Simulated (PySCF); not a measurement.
Compound: C4H5NOSi.
Numbering: `[CH3:1][O:2][SiH2:3][C:4]#[C:5][C:6]#[N:7]` (hydrogens: H8, H9, H10 on C1; H11, H12 on Si3)

Computed by this run: PBE0-D3(BJ)/def2-SVP geometry optimisation, gas phase in PySCF 2.14.0; density fitting, grid level 1; the optimiser is geomeTRIC in internal coordinates, started from a GFN2-xTB structure with every atom displaced at random (about 0.01 Å).

Geometry at step 1:
```
atom  x, y, z in Å
C1     -2.5631   -0.0051   -0.3216
O2     -1.2007   -0.1714   -0.0111
Si3     0.0727    0.7948   -0.4278
C4      1.6028   -0.0146    0.2368
C5      2.5540   -0.6262    0.7066
C6      3.6390   -1.2895    1.2285
N7      4.5500   -1.8548    1.6773
H8     -2.7464   -0.1165   -1.4018
H9     -2.9421    0.9826   -0.0109
H10    -3.1353   -0.7871    0.2051
H11    -0.0372    2.1482    0.1879
H12     0.2413    0.9128   -1.9067
```

Q: What forces act on the atoms?

A: 
```tsv
atom	Fx (eV/Å)	Fy (eV/Å)	Fz (eV/Å)
C1	0.227	-0.101	0.062
O2	-0.016	-0.028	0.011
Si3	0.111	-0.031	0.002
C4	-0.113	-0.248	0.139
C5	-0.176	0.283	-0.178
C6	-0.079	0.003	0.000
N7	0.065	-0.020	0.016
H8	-0.018	-0.020	-0.105
H9	-0.031	0.037	0.073
H10	0.049	0.115	-0.036
H11	0.010	0.008	-0.011
H12	-0.029	0.001	0.027
```

The largest, 0.38 eV/Å, acts on C5; the rms over all components is 0.101 eV/Å. The forces sum to zero within rounding, as they must for an isolated molecule in no field.

Q: Give the force on C5 in Eh/bohr and in nN.

A: 0.378 eV/Å ÷ 51.422 = 0.00735 Eh/bohr, and 0.378 eV/Å × 1.602 = 0.61 nN.

Q: How far is this geometry from the end of the optimisation?

A: 0.017 eV above it, and 0.102 Å rms away after alignment. The bonds farthest from their final lengths, with half the difference of the two atoms' forces along the bond (positive lengthens):

```tsv
bond	now (Å)	final (Å)	force along bond (eV/Å)
Si3–C4	1.854	1.841	-0.02
C1–O2	1.407	1.403	-0.13
C1–H8	1.101	1.105	+0.10
C4≡C5	1.225	1.221	-0.22
C1–H10	1.103	1.100	-0.05
C1–H9	1.103	1.105	+0.11
```

The angle farthest from its final value is C1–O2–Si3, 128.4° against 125.0°.

The cost below is that of the whole optimisation. Hardware: Arm Neoverse V1, one thread, shared host with 32 logical CPUs at a one-minute load of 29. Cost: 46 s of wall time, 0.52 GiB resident at most.
